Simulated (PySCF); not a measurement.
**Which determinant of GeO lies lowest?**

Unrestricted PBE0; Ge pcseg-1, O pcseg-1; no relativity (PySCF 2.14). Outer shells of the fragments: Ge 3d10 4s2 4p2; O 2s2 2p4.

Followed along the bond (rough minima from three points):

| 2Ms+1 | unpaired | ⟨S²⟩ at the start | R at minimum (Å) | Te (eV) |
| --- | --- | --- | --- | --- |
| 1 | none | 0.00 | 1.65 | 0.00 |
| 3 | π ↑↑ | 2.01 | none in the scan | ≤ 3.05 |
| 5 | σ ↑, π ↑↑↑ | 6.01 | none in the scan | ≤ 6.37 |

Solutions found at the starting distance of 1.760 Å, counted from the lowest of them; the search is not exhaustive and high or unbound solutions are not listed, so other states can lie among these:

| 2Ms+1 | unpaired | term | E (eV) | ⟨S²⟩ | ⟨Lz²⟩ | μ (D) |
| --- | --- | --- | --- | --- | --- | --- |
| 1 | none | ¹Σ⁺ | 0.00 | 0.00 | 0.00 | -3.89 |
| 3 | π ↑↑ | mixed | 2.95 | 2.01 | 2.01 | -1.16 |
| 3 | π ↑↑ | mixed | 3.29 | 2.01 | 2.01 | -1.24 |
| 3 | σ ↑, π ↑ | ³Π | 3.36 | 2.01 | 1.01 | -2.90 |
| 1 | π ↑↓ | mixed | 3.37 | 1.01 | 2.01 | -1.28 |
| 5 | σ ↑, π ↑↑↑ | ⁵Π | 6.47 | 6.01 | 1.00 | -0.76 |

A term symbol is given only where ⟨S²⟩ and ⟨Lz²⟩ are close to those of a pure state; real π, δ and φ orbitals otherwise mix terms. A positive dipole means Ge(−)O(+).

Counting both spins, an empty level lies below a filled one in some of these solutions, because spin and occupation are held.
